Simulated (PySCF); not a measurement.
BClH₂OSe. Atoms are numbered in the order given.

```xyz
6

B      0.4560     0.5847     0.0000
Cl    -0.7320     1.9029     0.0000
O      1.7793     0.8435     0.0000
H      1.9822     1.7875     0.0000
Se    -0.2112    -1.2346     0.0000
H      1.1267    -1.8339     0.0000
```

The structure is a stationary point at ωB97X-D3(BJ)/def2-SVP. Other conformers were not sampled.

These are ωB97X-D3(BJ)/def2-SVP (PySCF 2.14.0) values and carry that method's errors.

Frequencies are harmonic and unscaled.

| mode | ν (cm⁻¹) | IR (km/mol) | Raman (Å⁴/amu) | depolarisation | moving atoms (share of kinetic energy) |
|---|---|---|---|---|---|
| 1 | 192 | 0.1 | 0.7 | 0.62 | Cl 52 %, Se 24 %, O 12 %, B 9 % |
| 2 | 311 | 8.0 | 1.4 | 0.61 | O 59 %, Se 18 %, H 11 %, Cl 10 % |
| 3 | 326 | 15.0 | 8.0 | 0.75 | H 96 % |
| 4 | 458 | 8.1 | 0.1 | 0.75 | B 67 %, H 29 % |
| 5 | 499 | 16.0 | 7.7 | 0.09 | O 33 %, Cl 32 %, B 16 %, Se 10 %, H 9 % |
| 6 | 564 | 124.8 | 2.9 | 0.75 | H 64 %, B 20 %, O 14 % |
| 7 | 733 | 23.5 | 12.2 | 0.74 | H 86 % |
| 8 | 861 | 206.8 | 0.6 | 0.55 | B 46 %, H 39 % |
| 9 | 1127 | 319.3 | 2.0 | 0.45 | H 50 %, B 37 %, O 11 % |
| 10 | 1391 | 291.3 | 2.1 | 0.30 | B 68 %, O 29 % |
| 11 | 2507 | 9.8 | 159.1 | 0.29 | H 99 % |
| 12 | 3889 | 131.8 | 103.6 | 0.31 | H 94 % |
